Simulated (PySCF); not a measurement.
**TDDFT excited states: C4H14Si4**

C₄H₁₄Si₄.
SMILES: `C[Si@H]1[SiH2][Si@@H](C2CC2)[SiH2]1`

Computed with TDDFT wB97X-D/def2-SVPD, vertical, gas phase, core orbitals frozen in the response in PySCF 2.14.0, density-fitted response routines. The structure is a single PBE0-D3(BJ)/def2-SVP conformer in the gas phase; no vibrational or solvent corrections. Torsions of this conformer, `[CH3:1][Si@H:2]1[SiH2:3][Si@@H:4]([CH:5]2[CH2:6][CH2:7]2)[SiH2:8]1`: Si3–Si4–C5–C6 85°.

```csv
state,E (eV),ν̃ (cm⁻¹),f,"main configurations (H = HOMO, L = LUMO)"
S1,4.92,39720,0.0001,H→L (96%)
S2,5.54,44690,0.0014,H-1→L (93%)
S3,5.66,45630,0.0089,H-2→L (94%)
S4,6.14,49520,0.0053,"H-2→L+1 (36%), H-1→L+2 (21%), H-1→L+1 (16%)"
S5,6.25,50400,0.126,"H→L+1 (62%), H-2→L+1 (13%), H-1→L+2 (9%)"
S6,6.28,50620,0.072,"H-1→L+2 (29%), H→L+1 (28%), H-2→L+1 (19%)"
S7,6.38,51490,0.202,"H→L+2 (70%), H-1→L+2 (17%)"
S8,6.56,52880,0.0014,"H-1→L+1 (59%), H-2→L+2 (22%), H-2→L+1 (12%)"
S9,6.76,54510,0.0079,"H-2→L+2 (59%), H-1→L+1 (13%), H-1→L+2 (13%)"
S10,6.83,55050,0.0030,H→L+3 (86%)
```

Triplets, Tamm–Dancoff:

```
state  E (eV)  λ (nm)  main configurations (H = HOMO, L = LUMO)
   T1    4.66   266.1                                 H→L (93%)
   T2    4.96   249.9                  H-2→L (47%), H-1→L (43%)
   T3    5.02   246.8                  H-1→L (49%), H-2→L (42%)
   T4    5.53   224.0                               H→L+1 (81%)
```

The lowest singlet lies at 4.92 eV (252 nm, ultraviolet) and is dark (f under 0.0005); its leading configuration is HOMO→LUMO (96%). The most intense listed level is S7 at 6.38 eV (194 nm, f = 0.202), 1.46 eV above S1. Löwdin shares by element: HOMO silicon 79% (atoms not listed hold the other 21%); LUMO silicon 65% (atoms not listed hold the other 35%). The listed states span 1.90 eV, and the widest gap between neighbours is 0.62 eV (S1 to S2). Orbital energies (eV): HOMO-3 -10.28, HOMO-2 -9.20, HOMO-1 -9.09, HOMO -8.75, LUMO 0.81, LUMO+1 1.41, LUMO+2 1.50. The oscillator strengths of these states sum to 0.429; summed over the whole spectrum of an exact calculation they would give the number of electrons, 94 (Thomas–Reiche–Kuhn). The vertical ionisation energy (ΔSCF) is 8.70 eV, 1.87 eV above S10. Singlets were solved by full linear response, triplets in the Tamm–Dancoff approximation.

Hardware: one thread, Arm Neoverse V2 (aarch64), shared host with 192 logical CPUs at a one-minute load of 31. Cost: 7.7 min, 1.4 GiB resident at most.
